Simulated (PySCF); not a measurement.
HO$_{4}$S, doublet, at a GFN2-xTB geometry of the parent state (the spin is typed, not shown lowest); B3LYP/STO-3G (PySCF).

Here is a job for PySCF.
```python
from pyscf import gto, scf, dft

mol = gto.Mole()
mol.atom = '''
    O    -0.62050133    1.34233342   -0.06705270
    S    -0.13544151   -0.02776763    0.02131746
    O     0.02178019   -0.49165105    1.39326587
    O    -0.77967893   -0.96380427   -0.87265814
    O     1.43686759    0.08496572   -0.51912808
    H     1.69932377    0.66953173    0.18350485
'''
mol.basis = 'sto-3g'
mol.spin = 1
mol.verbose = 4
mol.build()

mf = dft.UKS(mol)
mf.xc = 'b3lyp'
mf.kernel()
```

**Question.** Write the output that PySCF gives for this input, abridged.

**Answer.** 
```
PySCF version 2.14.0

[INPUT] verbose = 4
[INPUT] num. atoms = 6
[INPUT] num. electrons = 49
[INPUT] charge = 0
[INPUT] spin (= nelec alpha-beta = 2S) = 1
[INPUT] symmetry False subgroup None
[INPUT] Mole.unit = angstrom
[INPUT] Symbol           X                Y                Z      unit          X                Y                Z       unit  Magmom
[INPUT]  1 O     -0.620501330000   1.342333420000  -0.067052700000 AA   -1.172577573628   2.536642531651  -0.126711238913 Bohr   0.0
[INPUT]  2 S     -0.135441510000  -0.027767630000   0.021317460000 AA   -0.255947359798  -0.052473215828   0.040284161071 Bohr   0.0
[INPUT]  3 O      0.021780190000  -0.491651050000   1.393265870000 AA    0.041158594041  -0.929085833355   2.632890913004 Bohr   0.0
[INPUT]  4 O     -0.779678930000  -0.963804270000  -0.872658140000 AA   -1.473379642794  -1.821326107986  -1.649084884972 Bohr   0.0
[INPUT]  5 O      1.436867590000   0.084965720000  -0.519128080000 AA    2.715286222364   0.160561940776  -0.981009894771 Bohr   0.0
[INPUT]  6 H      1.699323770000   0.669531730000   0.183504850000 AA    3.211256522263   1.265231601406   0.346773909029 Bohr   0.0

nuclear repulsion = 277.037210489406
number of shells = 18
number of NR pGTOs = 90
number of NR cGTOs = 30
basis = sto-3g
ecp = {}

******** <class 'pyscf.dft.uks.UKS'> ********
method = UKS
initial guess = minao
damping factor = 0
level_shift factor = 0
DIIS = <class 'pyscf.scf.diis.CDIIS'>
diis_start_cycle = 1
diis_space = 8
diis_damp = 0
SCF conv_tol = 1e-09
SCF conv_tol_grad = None
SCF max_cycles = 50
direct_scf = True
direct_scf_tol = 1e-13
number electrons alpha = 25  beta = 24
XC library pyscf.dft.libxc version 7.1.2
    S. Lehtola, C. Steigemann, M. J. T. Oliveira, and M. A. L. Marques,  SoftwareX 7, 1–5 (2018)
XC functionals = b3lyp
    P. J. Stephens, F. J. Devlin, C. F. Chabalowski, and M. J. Frisch,  J. Phys. Chem. 98, 11623 (1994)
radial grids:
    Treutler-Ahlrichs [JCP 102, 346 (1995); DOI:10.1063/1.469408] (M4) radial grids

becke partition: Becke, JCP 88, 2547 (1988); DOI:10.1063/1.454033
pruning grids: <function nwchem_prune>
grids dens level: 3
symmetrized grids: False
atomic radii adjust function: <function treutler_atomic_radii_adjust>
small_rho_cutoff = 0
Set gradient conv threshold to 3.16228e-05
tot grids = 85016
init E= -692.365927360092

cycle= 1 E= -690.132926753921  delta_E= 2.23  |g|= 0.771  |ddm|= 2.77
cycle= 2 E= -690.050475220374  delta_E= 0.0825  |g|= 0.906  |ddm|= 2.65
cycle= 3 E= -690.306867254107  delta_E= -0.256  |g|= 0.582  |ddm|= 1.85
cycle= 4 E= -690.533668443042  delta_E= -0.227  |g|= 0.164  |ddm|= 1.13
cycle= 5 E= -690.547982596832  delta_E= -0.0143  |g|= 0.0686  |ddm|= 0.256
cycle= 6 E= -690.548529973984  delta_E= -0.000547  |g|= 0.0652  |ddm|= 0.184
cycle= 7 E= -690.5509764854  delta_E= -0.00245  |g|= 0.0225  |ddm|= 0.114
cycle= 8 E= -690.551279731243  delta_E= -0.000303  |g|= 0.00986  |ddm|= 0.0325
cycle= 9 E= -690.551347143429  delta_E= -6.74e-05  |g|= 0.00477  |ddm|= 0.019
cycle= 10 E= -690.55137851003  delta_E= -3.14e-05  |g|= 0.000453  |ddm|= 0.0251
cycle= 11 E= -690.551382156213  delta_E= -3.65e-06  |g|= 0.00117  |ddm|= 0.0122
cycle= 12 E= -690.551384668141  delta_E= -2.51e-06  |g|= 0.000502  |ddm|= 0.00647
cycle= 13 E= -690.55138730507  delta_E= -2.64e-06  |g|= 9.31e-05  |ddm|= 0.0162
cycle= 14 E= -690.551387448302  delta_E= -1.43e-07  |g|= 3.14e-05  |ddm|= 0.0044
cycle= 15 E= -690.551387450568  delta_E= -2.27e-09  |g|= 1.41e-05  |ddm|= 0.000362
cycle= 16 E= -690.551387450765  delta_E= -1.97e-10  |g|= 1.15e-05  |ddm|= 0.000141
Extra cycle  E= -690.551387449637  delta_E= 1.13e-09  |g|= 4.24e-05  |ddm|= 7.6e-05
converged SCF energy = -690.551387449637  <S^2> = 0.75593381  2S+1 = 2.005925
```
